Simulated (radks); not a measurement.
Tm XXXIV, 36 electrons, occupied as [Kr] (the NIST ground configuration). Method: non-relativistic Kohn-Sham, LB94 model potential, spin-polarised, spherical densities, point nucleus; relativity is left out, which matters for an element this heavy; computed with a radial shooting solver on a logarithmic mesh with Libxc functionals. Some entries of the table are withheld. Estimate them.

orbital  occ.  eigenvalue (eV)  <r> (bohr)  <1/r> (bohr^-1)
1s          2              (1)         (2)              (3)
2s          2        -10284.04     0.09293            16.02
2p          6        -9891.387     0.07867            16.06
3s          2        -3291.183      0.2352            6.172
3p          6        -3113.047      0.2248              (4)
3d         10        -2784.798      0.1975            6.039
4s          2        -1506.410      0.4757              (5)
4p          6        -1431.045      0.4739            2.948

Answer. 
(1) 1s eigenvalue (eV): -56585.27
(2) 1s <r> (bohr): 0.02195
(3) 1s <1/r> (bohr^-1): 68.49
(4) 3p <1/r> (bohr^-1): 6.124
(5) 4s <1/r> (bohr^-1): 2.997
